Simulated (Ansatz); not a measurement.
Relative stability

Two relaxed structures of MgZnH$_{2}$O, singlet (PBE0-D4/def2-TZVP; forces vanish, vibrations not checked).

A:

```
atom    x (Å)    y (Å)    z (Å)
  O1   0.3308  -0.5144   0.6009
 Mg2  -0.2596  -1.9390   1.5064
 Zn3   0.9085   0.8768  -0.2828
  H4  -0.8192  -3.2891   2.3646
  H5   1.4096   2.0836  -1.0493
```

B:

O1  (-0.871, -0.378, -0.088)
Mg2  (-0.197, -1.744, 1.173)
Zn3  (0.843, 0.510, -0.019)
H4  (-1.588, -0.032, -0.632)
H5  (1.812, 1.643, -0.434)
(Å)

Ansatz 0.2.0; basis: def2-TZVPP; cores frozen in the correlated methods. The 3s and 3p shells of Cu and Zn are frozen; filled d shells are correlated. The outer core shell of Li, Na, Mg and K is correlated. The def2 sets are not built for correlating such inner shells, so the correlated values are less sure here. B3LYP uses VWN-RPA correlation.

Task: Which structure is lower at CCSD(T), and by how much? (An estimate is asked for; the value comes from the calculation.)

Result: Computed: A, by 12.86 kcal/mol (electronic energy, against the other). By their contacts, A is MgZnH₂O ([MgH][O][ZnH]) and B is MgZnH₂O ([OH]1[Mg][ZnH]1).

All methods give the same order:

| method | E(B) − E(A) (kcal/mol) |
| --- | --- |
| PBE-D4 | 9.88 |
| r2SCAN-D4 | 14.74 |
| PBE0-D4 | 10.30 |
| B3LYP-D4 | 13.49 |
| wB97M-V | 14.06 |
| HF | 13.08 |
| MP2 | 19.07 |
| CCSD | 13.57 |
| CCSD(T) | 12.86 |

The T1 diagnostic stays at or below 0.017. The restricted Hartree–Fock reference is unstable towards an unrestricted one at one or more of these structures. A large double-excitation amplitude points to some diradical character; no triplet was computed.

Labels in which every atom is bracketed show which atoms are joined, not bond orders.

For scale, one of the runs: CCSD(T)/def2-TZVPP, 155 basis functions, launched by `ansatz run in.yaml --threads 2 --pin off --events-out ev --progress --plain --max-ram 4352MiB`. Hardware: 2 CPU threads of an Intel Xeon 6975P-C, shared host. Wall time 17 s; peak host memory 1.3 GiB.
